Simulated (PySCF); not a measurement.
# Correlation energy of Sb⁺ (antimony, charge +1)

[Kr] 4d10 5s2 5p2, high-spin 3P determinant. Calculation: PySCF 2.14, in def2-TZVP with the def2 core potential (28 electrons) (6s5p3d2f, 50 functions); a scalar-relativistic core potential. Frozen: 4s2 4p6 4d10; 4 electrons correlated.

MP2 pair energies summed by pair of shells (mhartree):

```tsv
pair	energy	share (%)
5s-5p	-27.99	61.4
5s-5s	-13.20	29.0
5p-5p	-4.37	9.6
```

Total MP2 correlation energy: -45.56 mhartree.

Same-spin part -7.54 and opposite-spin part -38.02 mhartree; SCS-MP2 scales them by 1/3 and 6/5 to -48.14 mhartree.

| level | correlation energy (mhartree) |
| --- | --- |
| CCSD | -58.76 |
| (T) | -1.38 |
| CCSD(T) | -60.14 |

Diagnostics: T1 = 0.0074, D1 = 0.0200, largest double amplitude 0.091.

Cost of the coupled-cluster step: 1.4 s of wall time on 1 thread of Neoverse-N1 (shared host), for 4 correlated electrons.

Iterations:

```
CC2 = 0
CCSD nocc = (np.int64(3), np.int64(1)), nmo = (41, 41)
frozen orbitals [[0, 1, 2, 3, 4, 5, 6, 7, 8], [0, 1, 2, 3, 4, 5, 6, 7, 8]]
max_cycle = 100
direct = 0
conv_tol = 1e-08
conv_tol_normt = 1e-06
diis_space = 8
diis_start_cycle = 0
Init t2, MP2 energy = -0.0455627177598156
Init E_corr(UCCSD) = -0.0455627177751305
cycle = 1  E_corr(UCCSD) = -0.0550028655266054  dE = -0.00944014775  norm(t1,t2) = 0.04283
cycle = 2  E_corr(UCCSD) = -0.0574294568957723  dE = -0.00242659137  norm(t1,t2) = 0.0155874
cycle = 3  E_corr(UCCSD) = -0.0587662619649483  dE = -0.00133680507  norm(t1,t2) = 0.00685987
cycle = 4  E_corr(UCCSD) = -0.0587525518337176  dE = 1.37101312e-05  norm(t1,t2) = 0.00115137
cycle = 5  E_corr(UCCSD) = -0.0587588039897312  dE = -6.25215601e-06  norm(t1,t2) = 0.000155636
cycle = 6  E_corr(UCCSD) = -0.0587574086556477  dE = 1.39533408e-06  norm(t1,t2) = 2.9946e-05
cycle = 7  E_corr(UCCSD) = -0.0587580978771926  dE = -6.89221545e-07  norm(t1,t2) = 4.33632e-06
cycle = 8  E_corr(UCCSD) = -0.0587578970724938  dE = 2.00804699e-07  norm(t1,t2) = 8.72969e-07
cycle = 9  E_corr(UCCSD) = -0.0587579200745383  dE = -2.30020445e-08  norm(t1,t2) = 1.66749e-07
cycle = 10  E_corr(UCCSD) = -0.0587579218007543  dE = -1.72621594e-09  norm(t1,t2) = 3.28186e-08
UCCSD converged
E(UCCSD) = -239.0205859400519  E_corr = -0.05875792180075427
UCCSD(T) correction = -0.00138379253456426
```
